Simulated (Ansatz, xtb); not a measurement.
## Ranking isomers of B3H6N3OS

3 gas-phase structures of B3H6N3OS, from a drawn sample of its isomers (lower ones may exist). Each was relaxed with GFN2-xTB; where two conformers were screened, the lower at r2SCAN-D4/def2-SVP//GFN2-xTB is listed:

A. `OB1NBNB(S)N1`, a singlet
B. `OB1NBN(S)BN1`, a singlet
C. `OB1NBNBN1S`, a singlet

**Question.** Which do you expect lowest at r2SCAN-D4/def2-SVP//GFN2-xTB, and how would the others follow?

**Answer.** Calculated order at r2SCAN-D4/def2-SVP//GFN2-xTB: A (0.000), C (1.748), B (1.958) eV.

Energies above the lowest of each column, in eV; the last columns are at r2SCAN-D4/def2-SVP geometries:

| structure | GFN2-xTB | HF/STO-3G | r2SCAN-D4/def2-SVP//GFN2-xTB | r2SCAN-D4/def2-SVP | CCSD(T)/def2-SVP + ΔMP2/def2-TZVPP |
| --- | --- | --- | --- | --- | --- |
| A | 0.000 | 0.000 | 0.000 | 0.000 | 0.000 |
| C | 0.926 | 1.304 | 1.748 | 1.734 | 1.581 |
| B | 0.993 | 1.403 | 1.958 | 1.949 | 1.734 |

Every level run on A puts it lowest or level with the lowest. Flexible structures stand in one conformer each, not always the lowest. ΔMP2 is the change of the MP2 energy from the smaller to the larger basis.

Programs: Ansatz 0.2.0, xtb 6.7.1.
